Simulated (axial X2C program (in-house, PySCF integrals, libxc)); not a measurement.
## CsCl⁺: cheaper levels and CCSD(T), two-component

Calculated with an axial X2C code built on PySCF integrals. Two-component (2c) means X2C with spin–orbit coupling and atomic mean-field two-electron Coulomb and Gaunt terms. Basis: Cs dyall-cv3z [15s15p9d4f1g], Cl dyall-av3z [9s8p3d2f] (cores contracted in-house); Gaussian nuclei, density fitting, unrestricted open shells. Masses: Cs 132.905 u, Cl 34.969 u.

State: Ω = 3/2 (⟨Sz⟩ = 0.50, ⟨Lz⟩ = 1.00 at HF); fragments Cs+ + Cl.

```json
{"level": "PBE0", "Re (Å)": "3.663", "ωe (cm⁻¹)": "63.9", "De (eV)": "0.086"}
{"level": "HF", "Re (Å)": "3.891", "ωe (cm⁻¹)": "50.6", "De (eV)": "-0.068"}
{"level": "MP2", "Re (Å)": "3.659", "ωe (cm⁻¹)": "67.7", "De (eV)": "0.149"}
{"level": "CCSD", "Re (Å)": "3.702", "ωe (cm⁻¹)": "64.4", "De (eV)": "0.147"}
{"level": "TPSS", "Re (Å)": "3.714", "ωe (cm⁻¹)": "56.4", "De (eV)": "n/a"}
```

Correlated methods: 15 electrons correlated (number of frozen shells: Cs 4 s, 3 p, 2 d; Cl 2 s, 1 p), 295 virtual spin orbitals or spinors in MP2, 90 natural virtuals in coupled cluster.

CCSD(T), same Hamiltonian and basis:

Re = 3.685 Å, ωe = 65.9 cm⁻¹, De = 0.13 eV; T1 = 0.003 (Lee–Taylor normalisation).

(1) Give the differences from CCSD(T) in the columns below.

Occupations by symmetry block were frozen at the best pattern of an incomplete PBE0 search. De is counted from the lowest determinant-based energies of the atoms at the same level, without counterpoise correction. Density functionals use the spin component along the axis (collinear). CCSD and (T) use frozen natural virtuals with an MP2 correction for the truncation; (T) itself is uncorrected, so its De runs slightly low. In 2c an atomic determinant is not the ground J level, so De misses part of the atomic spin–orbit lowering. This holds for PBE0, TPSS. PBE0 can misorder states that lie within some tenths of an eV, so this need not be the ground state of the molecule. The nearest other 2c determinant of the search, Ω = 1/2, lies 0.07 eV up at the distance of the search. Without a current term, density functionals place determinants with orbital angular momentum somewhat too high. The atomic limit has a lower orbital projection than the molecule and lies lower at mean-field level, so De may be about a tenth of an eV too small. The bond is weak, and without diffuse functions and with truncated virtuals even CCSD(T) can be tens of per cent off in De.

Answers

(1) 

```csv
level,ΔRe (Å),Δωe (cm⁻¹)
PBE0,-0.022,-2.0
HF,0.206,-15.3
MP2,-0.026,1.8
CCSD,0.017,-1.5
TPSS,0.029,-9.5
```
